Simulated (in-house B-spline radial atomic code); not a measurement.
The outermost shell (largest non-relativistic mean radius) with and without relativity; Dirac values are averaged over j. Computed with a radial B-spline atomic code at the basis-set limit: non-relativistic Hartree-Fock and Dirac-Hartree-Fock, averages of the configuration (point nuclei without relativity, finite nuclei with it).

```tsv
ion	configuration	outermost shell	radius non-relativistic (bohr)	radius Dirac (bohr)	radius change (%)	level non-relativistic (eV)	level Dirac (eV)	spin-orbit splitting (eV)
Lu3+	[Xe] 4f14	5p	1.433	1.3801	-3.6901	-62.582	-65.179	7.4522
Hf3+	[Xe] 4f14 5d1	5d	1.9097	1.9482	2.0185	-33.320	-32.259	0.50291
Ta3+	[Xe] 4f14 5d2	5d	1.8094	1.8434	1.8797	-35.563	-34.444	0.65262
W3+	[Xe] 4f14 5d3	5d	1.7219	1.7522	1.7552	-37.783	-36.609	0.81743
Re3+	[Xe] 4f14 5d4	5d	1.6447	1.6718	1.6452	-39.988	-38.76	0.99799
Os3+	[Xe] 4f14 5d5	?	?	?	?	?	?	?
Ir3+	[Xe] 4f14 5d6	?	?	?	?	?	?	?
Pt3+	[Xe] 4f14 5d7	5d	1.4572	1.4773	1.3824	-46.572	-45.174	1.6414
Au3+	[Xe] 4f14 5d8	?	?	?	?	?	?	?
Hg3+	[Xe] 4f14 5d9	5d	1.3583	1.3752	1.2466	-50.973	-49.456	2.1628
```

Question: Fill in the row of Os3+.

Answer: outermost shell: 5d; radius non-relativistic (bohr): 1.5757; radius Dirac (bohr): 1.6001; radius change (%): 1.5476; level non-relativistic (eV): -42.185; level Dirac (eV): -40.901; spin-orbit splitting (eV): 1.195.

Question: Fill in the row of Ir3+.

Answer: outermost shell: 5d; radius non-relativistic (bohr): 1.5136; radius Dirac (bohr): 1.5357; radius change (%): 1.4606; level non-relativistic (eV): -44.378; level Dirac (eV): -43.038; spin-orbit splitting (eV): 1.4092.

Question: Fill in the row of Au3+.

Answer: outermost shell: 5d; radius non-relativistic (bohr): 1.4056; radius Dirac (bohr): 1.4241; radius change (%): 1.3114; level non-relativistic (eV): -48.769; level Dirac (eV): -47.313; spin-orbit splitting (eV): 1.8923.

Question: Which member changes most?

Answer: Lutetium (Lu3+): its 5p shell contracts by 3.7 %.
